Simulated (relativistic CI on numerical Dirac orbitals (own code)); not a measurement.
**Ag²⁺: L2,3 absorption edge**

Computed with this model: Dirac-Coulomb-Breit CI, orbitals from a KLI potential per configuration, model QED (radiative potential, 1s self-energy scaled to tabulated hydrogen-like ionisation energies), valence Slater integrals scaled by 0.7, multiplet model of core-to-valence dipole absorption; configurations [Kr] 4d9 → [He] 2s2 2p5 3s2 3p6 3d10 4s2 4p6 4d10; 300 K; Lorentzian 2.4 eV and Gaussian 0.5 eV FWHM. Energies are those of the free ion, without screening or charge transfer. The branching ratio is the share of the lower-energy edge in the whole absorption, uncertain by about 0.02 where the edges overlap. S is read from ⟨S²⟩ = S(S + 1).

Field parameters in Wybourne normalisation: D3d B²₀ = −7Dσ, B⁴₀ = −14Dq − 21Dτ, B⁴₃ = −14√(10/7) Dq. The field is a parameter set, without covalency.

free ion: ground-state S = 0.50, centroid 3348.60 eV. Peaks (eV, height): 3348.5 (100).

D3d, 10Dq = 28850, Dσ = -1200, Dτ = 130 cm⁻¹: ground-state S = 0.50, centroid 3393.08 eV, branching ratio 0.755. Peaks (eV, height): 3350.5 (100), 3523.8 (33).

The statistical ratio of this edge is 2/3 = 0.667. Values above it arise where the holes sit mainly in the j = l + 1/2 valence subshell or the ground state has high spin; values below it where core-valence Coulomb terms move weight to the upper edge, as in nearly empty shells. At deep edges of heavy elements the radial integrals of the two core levels differ, which raises the baseline.

Strongest unbroadened transitions for free ion:

| Energy (eV) | Relative strength |
| --- | --- |
| 3348.60 | 100.0 |
